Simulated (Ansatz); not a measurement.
Al(AsH3)H3 (AlAsH₆), relaxed as a singlet with RKS r2SCAN-D4/def2-TZVP in Ansatz, starting from the GFN2-xTB geometry. Force threshold 0.02 eV/Å.

Start:

```xyz
8

Al   -0.588    0.839    1.220
As    0.378   -0.555   -0.816
H    -0.317   -1.682   -1.510
H     1.638   -1.350   -0.743
H     0.796    0.020   -2.129
H    -0.876   -0.418    2.116
H    -1.763    1.489    0.409
H     0.731    1.658    1.453
```

| step | energy (eV) | largest force component (eV/Å) | SCF passes |
| --- | --- | --- | --- |
| 1 | -67534.2212 | 0.525 | 14 |
| 2 | -67534.2939 | 0.281 | 18 |
| 3 | -67534.3105 | 0.079 | 18 |
| 4 | -67534.3109 | 0.024 | 13 |
| 5 | -67534.3113 | 0.002 | 18 |
| 6 (rejected) | -67534.3110 | 0.052 | 18 |
| 7 | -67534.3114 | 0.018 | 18 |

Force components are those of the run's own axes.

End:

```xyz
8

Al   -0.561    0.801    1.167
As    0.404   -0.576   -0.838
H    -0.430   -1.651   -1.485
H     1.657   -1.395   -0.662
H     0.818    0.126   -2.105
H    -0.838   -0.442    2.128
H    -1.787    1.444    0.373
H     0.737    1.692    1.423
```

By distances, no bond broke or formed. The bond that changes most is Al1–As2, from 2.65 to 2.62 Å (atoms count from 1).

The force fell under the threshold at step 5, but the optimiser went on. No frequencies were taken in this run, so the end may be a saddle point.

It took 12 s on 4 threads of Intel Xeon on a shared host.
